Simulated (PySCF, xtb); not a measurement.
Si(Cl)(F)2(SMe) (CH3ClF2SSi), SMILES CS[Si](F)(F)Cl. One conformer was computed; it need not be the lowest.

Harmonic wavenumbers (cm⁻¹) from GFN2-xTB (xtb) at its own minimum, in rising order: 29, 104, 121, 147, 167, 222, 223, 268, 460, 603, 714, 840, 888, 945, 962, 1320, 1443, 1452, 3043, 3052, 3069.

Task: What does PySCF 2.14.0 with PBE-D3(BJ)/def2-SVP give at its own minimum? (An estimate is asked for; the answer gives what the named calculation found.)

Result: 42, 117, 131, 176, 204, 264, 280, 308, 471, 623, 684, 865, 935, 946, 950, 1282, 1396, 1408, 2991, 3106, 3112. Paired by order, the mean absolute difference is 32 cm⁻¹ and the zero-point energies are 28.7 and 29.0 kcal/mol.
